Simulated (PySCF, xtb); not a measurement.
H2Pb2, SMILES [PbH]#[PbH].

GFN2-xTB in xtb at its own geometry gives an orbital gap of 0.59 eV and a dipole moment of 0.03 D.

Geometry optimised at PBE0-D3(BJ)/def2-TZVP. The def2 effective core potentials stand for the cores of Pb; spin–orbit coupling is left out.

**Question.** What does PySCF with PBE0/def2-TZVPD give? (Estimate from the structure and the level; the computed values follow.)

**Answer.** gap 2.96 eV (levels -4.84 and -1.88 eV), dipole 1.25 D.
